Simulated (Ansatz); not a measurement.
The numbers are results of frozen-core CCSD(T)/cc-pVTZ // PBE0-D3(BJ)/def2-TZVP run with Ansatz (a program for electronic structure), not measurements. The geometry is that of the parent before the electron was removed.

Ansatz 0.2 input:
```yaml
crystal:
  periodic: [false, false, false]
  atoms:
    - { symbol: B, position_ang: [1.950778, -0.095268, -0.019261] }
    - { symbol: B, position_ang: [0.434248, 0.051325, 0.051787] }
    - { symbol: C, position_ang: [-1.080174, 0.111352, 0.138824] }
    - { symbol: H, position_ang: [3.120118, -0.209824, -0.074298] }
    - { symbol: H, position_ang: [-1.589006, 0.381169, -0.789982] }
    - { symbol: H, position_ang: [-1.47508, 0.697898, 0.972148] }
    - { symbol: H, position_ang: [-1.36088, -0.93665, 0.345377] }
basis:
  gaussian: { orbitals: cc-pVTZ }
correlation:
  method: ccsd_t
total_charge: 1
magnetization:
  spin_polarized: true
  initial_magnetization: 1
```

Output:

```
Functional definition: HF
824 factors; integrals over basis functions are off by at most 1.2e-3 eV
mean field evaluation 1: about -2423.9881 eV, gradient 2.7e1 eV
mean field evaluation 2: about -2423.9867 eV, gradient 2.7e1 eV
mean field evaluation 4: about -2427.9181 eV, gradient 2.1e0 eV
mean field evaluation 8: about -2427.9685 eV, gradient 2.9e-3 eV
mean field evaluation 16: about -2423.9875 eV, gradient 2.7e1 eV
mean field evaluation 32: about -2427.9685 eV, gradient 5.5e-5 eV
mean field evaluation 64: about -2427.9726 eV, gradient 2.2e-2 eV
mean field evaluation 96: about -2427.9021 eV, gradient 3.2e-3 eV
mean field -2427.96850240 eV, -89.2261967270 hartree, gradient 2.1e-6 eV, S^2 0.756874; 7 other end points of the search recorded, 0 dependent functions left out
determinant -2427.96850240 eV, -89.2261967270 hartree, with singles and doubles -2437.50339870 eV, -89.5765977030 hartree
determinant -2427.90210505 eV, -89.2237566694 hartree, with singles and doubles -2437.43384268 eV, -89.5740415667 hartree
determinant -2427.96850240 eV, -89.2261967270 hartree, with singles and doubles -2437.32708934 eV, -89.5701184535 hartree
determinant -2427.90210505 eV, -89.2237566694 hartree, with singles and doubles -2437.25822197 eV, -89.5675876243 hartree
3 core orbitals not correlated
reference -2427.96850240 eV, -89.2261967270 hartree; 7, 6 occupied and 136, 137 virtual orbitals, 824 factors
second order -8.31602019 eV of doubles, -0.00000000 eV of singles
cycle   1  -9.35858569 eV  change    1.2e-6 eV  update   3.9e-6
perturbative correction -0.33112415 eV, -0.0121685882 hartree
Total energy: -2437.65821224 eV, -89.5822869958 hartree
```

Cost: around 2.1 core-minutes (rough).
